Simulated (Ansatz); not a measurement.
Mulliken charges of CH₆SeSi₂ (`C1[SiH2][Se][SiH2]1`) from r2SCAN/def2-TZVPP in Ansatz (PBE0-D4/def2-TZVP geometry).

```tsv
atom	x (Å)	y (Å)	z (Å)	charge (e)
C1	-0.564	0.431	-0.592	-0.386
Si2	-0.248	-1.387	-0.227	0.377
Se3	1.334	-1.024	1.394	-0.271
Si4	0.688	1.053	0.666	0.377
H5	-0.323	0.715	-1.618	0.100
H6	-1.587	0.742	-0.371	0.100
H7	0.299	-2.149	-1.379	-0.074
H8	-1.431	-2.115	0.300	-0.074
H9	0.097	1.869	1.759	-0.074
H10	1.818	1.813	0.071	-0.074
```

Q: By hand: the dipole of these point charges (1 e Å = 4.8032 D).

A: Σ q r = (-0.227, 0.174, -0.238) e Å, of length 0.372 e Å = 1.79 D.

Q: How does the dipole of the full density compare? (Estimate.)

A: Ansatz gave: (-0.257, 0.197, -0.268) e Å, 2.02 D; the point charges give 0.89 times that, at 0° from its direction.

Point charges leave out the atoms' own dipoles, such as those of lone pairs, and Mulliken's split depends on the basis, so the close match here is no proof of good charges.
